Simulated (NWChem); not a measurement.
Species: WNH2O2F; SMILES [NH]=[W](=[O])([OH])[F]

```xyz
7

W     -0.0748     0.0803     0.0397
O      0.0808    -0.5099     1.6510
N      0.2794    -1.2403    -1.0775
H      0.5239    -2.2297    -1.1907
F     -1.8491     0.6521    -0.2697
O      1.2392     1.4273    -0.2250
H      1.9004     1.4202    -0.9405
```
Atoms are numbered in this order, from 1.

Level: PBE-D3(BJ)/def2-SVP with def2 effective core potentials on W (NWChem), optimised geometry, unscaled harmonic frequencies. def2 effective core potentials on W; no spin-orbit coupling.

Problem. List the harmonic frequencies with IR intensities, and the thermochemistry.

Solution. 
```
frequency (cm⁻¹)  IR intensity (km/mol)
----------------  ---------------------
176                                 0.9
212                                 5.7
240                                 4.5
250                                 2.5
279                                60.8
341                                52.7
523                               158.2
591                               227.7
642                                35.9
675                               105.4
730                                61.0
963                               128.0
995                                48.4
3531                              132.9
3757                              199.9
```

```
Item                                                                               Result
-----------------------------------------------------------------------  ----------------
zero-point energy                                                           19.9 kcal/mol
thermal correction to the enthalpy at 298.15 K (with zero-point energy)     24.6 kcal/mol
heat capacity Cv                                                         22.1 cal/(mol K)
entropy at 298.15 K and 1 atm (symmetry number 1)                        82.0 cal/(mol K)
```

Rigid rotor and harmonic oscillator.
